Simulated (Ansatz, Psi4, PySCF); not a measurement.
H₂AsF₃Ge, singlet, geometry from GFN2-xTB, atoms displaced at random by about 0.08 Å a coordinate. Base run: B3LYP/STO-3G, gradient run with PySCF.

Here is a job for PySCF.
```python
from pyscf import gto, scf, dft

mol = gto.M(
    atom='''
F    -1.55966569   -0.79158026    1.20641815
Ge   -0.68301385   -0.05996971   -0.20968306
F    -1.61321185    1.39441570   -0.54398001
F    -1.03497298   -1.14827749   -1.44323339
As    1.67201144    0.31349136    0.31271977
H     1.94475075    0.62301365   -1.00675664
H     2.06053359   -1.23664453    0.09528747
''',
    basis='sto-3g',
    verbose=4,
)

mf = dft.RKS(mol)
mf.xc = 'b3lyp'
mf.kernel()
g = mf.nuc_grad_method()
grad = g.kernel()
```

Programs used: Ansatz (a first-principles code), Psi4, PySCF; a row that names a program was run with it.

The coordinate followed is x of atom 4.

The base run was repeated with changes; each row names its change, and settings that it needs were set with it.

```csv
change,dE/dx (Eh/bohr),net force (Eh/bohr)
base,-0.000498,0.000299
finite difference step (bohr) = 1e-4; conv_tol = 1e-11,-0.000505,-
finite difference step (bohr) = 1e-5; conv_tol = 1e-11,-0.000505,-
code = ansatz,-0.000505,0.000000
finite difference step (bohr) = 0.01; conv_tol = 1e-11,-0.000505,-
code = psi4,-0.000408,0.000364
conv_tol = 1e-6,-0.000499,0.000299
finite difference step (bohr) = 1e-3; conv_tol = 1e-11,-0.000505,-
grids.level = 1; grid_response = off,0.000818,0.001574
grids.level = 0; grid_response = off,-0.000918,0.009137
grid_response = on,-0.000505,0.000000
grids.level = 1; grid_response = on,0.000061,0.000000
```

The net force is zero for an exact gradient.
